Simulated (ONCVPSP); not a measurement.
**Tb (Z = 65): one change to an ONCV potential, before and after**

- Element: Tb
- Generator: ONCVPSP 4.0.1
- Type: optimised norm-conserving Vanderbilt (ONCV)
- Functional: PBE
- Relativity: scalar-relativistic
- Frozen core: [Kr] 4d10 4f8
- Valence charge: 11
- Reference configuration: 5s2 5p6 5d1 6s2
- Partial waves: 5s+6s: rc 2.00 bohr, ncon 4, nbas 9, qcut 5.3 1/bohr, 3 projectors, debl 3.5 Ha; 5p: rc 2.00 bohr, ncon 5, nbas 9, qcut 8.1 1/bohr, 2 projectors, debl 3.5 Ha; 5d: rc 2.20 bohr, ncon 3, nbas 7, qcut 4.6 1/bohr, 2 projectors, debl 3 Ha
- Local potential: polynomial inside 1.40 bohr (lpopt 1, dvloc0 0 Ha)
- Core correction: Teter function, fcfact 3, rcfact 1.15

Change: all radii but the core radius scaled by about 1.25 (s 2.50, p 2.50, d 2.74 bohr); local potential polynomial inside 1.74 bohr (lpopt 1, dvloc0 0 Ha).

Cutoffs: the cutoffs (Ha) at which the residual kinetic energy of the hardest occupied pseudo-wave falls to 1 and 0.1 mHa per electron; they do not see the model core or the augmentation charge, which bear on the density cutoff. Errors are all-electron minus pseudo energies relative to the spin-unpolarised reference configuration.

Question: What does the change do?

Answer: The potential gets softer (21 Ha and 25 Ha → 17 Ha and 21 Ha); of the 3 tests that both files solve, the error grows in 1 and shrinks in 2 by more than 15 % and 0.3 meV (median size 2.5 → 3.2 meV); neither file shows a bound ghost. A larger radius leaves more room for a smooth pseudo-wave, so fewer plane waves are needed.

```csv
quantity,base,changed
"cutoff, loose",21 Ha,17 Ha
"cutoff, tight",25 Ha,21 Ha
loose cutoff by channel,"s 11 Ha, p 21 Ha, d 8.2 Ha","s 7.2 Ha, p 17 Ha, d 7.5 Ha"
bound ghosts,none,none
GHOST(+) flags under 300 eV,s at 232.5 eV,s at 225.1 eV
"tests counted as reliable (solved cleanly; for ONCVPSP, near-neutral configurations with less than one 5d electron left out)",3 of 4,3 of 4
"error for 5s2 5p6 5d1 6s1, meV [ΔE 6.74 eV]",+0.5,0.0
"error for 5s2 5p6 5d1 6s0, meV [ΔE 19.01 eV]",+14,+11
"error for 5s2 5p6 5d1 6s0 6p1, meV [ΔE 10.41 eV]",+2.5,-3.2
"rms error of d²Exc/dni dnj with the model core, mHa",2.25,2.31
```
